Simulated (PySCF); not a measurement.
Species: C4H5F3.
Atom-mapped SMILES: `[CH3:1][CH2:2][C:3]([F:4])=[C:5]([F:6])[F:7]` (hydrogens: H8, H9, H10 on C1; H11, H12 on C2)

The calculation used PBE0-D3(BJ)/def2-SVP geometry optimisation, gas phase in PySCF 2.14.0.

Give the optimised bond lengths and angles.

| bond | length (Å) |
| --- | --- |
| C1–C2 | 1.525 |
| C2–C3 | 1.485 |
| C3–F4 | 1.339 |
| C3=C5 | 1.332 |
| C5–F6 | 1.309 |
| C5–F7 | 1.315 |
| C1–H8, C1–H9, C1–H10 | 1.100 |
| C2–H11, C2–H12 | 1.102 |

Bonds in one row agree within 0.01 Å and their mean is given. A selection of angles:
| angle | degrees |
| --- | --- |
| C2–C1–H8 | 110.8 |
| H8–C1–H9 | 108.2 |
| C1–C2–C3 | 112.6 |
| C1–C2–H11 | 109.7 |
| C1–C2–H12 | 111.1 |
| C3–C2–H11 | 108.2 |
| C3–C2–H12 | 108.5 |
| H11–C2–H12 | 106.6 |
| C2–C3–F4 | 115.8 |
| C2–C3–C5 | 126.4 |
| F4–C3–C5 | 117.8 |
| C3–C5–F6 | 124.6 |
| C3–C5–F7 | 123.4 |
| F6–C5–F7 | 112.0 |

Dihedral angles: C1–C2–C3–F4 58° (synclinal); C2–C3–C5–F6 180° (antiperiplanar). The mirror-image conformer, all signs reversed, is as good.

The C–C distances run from 1.332 Å (C3=C5, drawn double) to 1.525 Å (C1–C2, drawn single), a spread of 0.193 Å. Of the pairs four or more bonds apart, F7···H12 is among the closest relative to their van der Waals radii: 2.51 Å, 94 % of the sum of Bondi's values. The 3 C–F bonds span 1.309 Å (C5–F6, drawn single) to 1.339 Å (C3–F4, drawn single), a spread of 0.030 Å.

Point group: C1 (no symmetry element, even within 0.4 Å). No PBE0-D3(BJ)/def2-SVP frequencies stand behind this structure, so it isn't proved a minimum. One conformer, not necessarily the lowest.

The run took 95 s on one thread, Arm Neoverse N1 (aarch64), shared host, and the process peaked at 0.51 GiB of memory. This is the geometry optimisation.
